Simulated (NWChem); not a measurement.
# TeBr₂; SMILES Br[Te]Br

Results from NWChem. Coordinates come from a PBE0/def2-SVP optimisation. No frequency run checked for a minimum. def2 effective core potentials on Te; no spin-orbit coupling. Ions are spin-unrestricted doublets at the neutral geometry; other ion states weren't tried.

Task: Estimate the computed values for PBE0/def2-SVP. Quantities: vertical ionisation energy, ΔSCF (eV); −ε(HOMO) (eV).

Result: 
```
Property                               Value
-------------------------------------  -----
vertical ionisation energy, ΔSCF (eV)   8.60
−ε(HOMO) (eV)                           6.52
```
